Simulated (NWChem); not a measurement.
## Correlation energy of CuI

SMILES: [Cu][I]
```xyz
2

Cu     0.0000     0.0000    -1.5331
I      0.0000     0.0000     0.8389
```
Charge 0, spin multiplicity 1.

Program: NWChem. Structure: optimised with PBE/def2-SVP with def2 effective core potentials on I, a minimum by its harmonic frequencies.

Basis set: def2-SVP. Each correlation energy counts from its own Hartree-Fock reference.

Effective core potentials replace the inner electrons of I; spin-orbit coupling is left out. The correlated methods keep 13 core orbitals frozen. The structure started from a generated list of species. Coupled-cluster values serve here as a point of comparison, not as the truth.

| method | correlation energy (mHa) |
|---|---|
| MP2 | -414.2 |
| SCS-MP2 | -367.0 |
| CR-CCSD[T] | -401.3 |
| CR-CCSD(T) | -398.3 |
| CCSD | ___ |
| CCSD+T(CCSD) | ___ |
| CCSD(T) | -401.7 |

Task: Some entries are withheld; supply them.

Result: 
- CCSD, correlation energy (mHa): -387.5
- CCSD+T(CCSD), correlation energy (mHa): -405.7
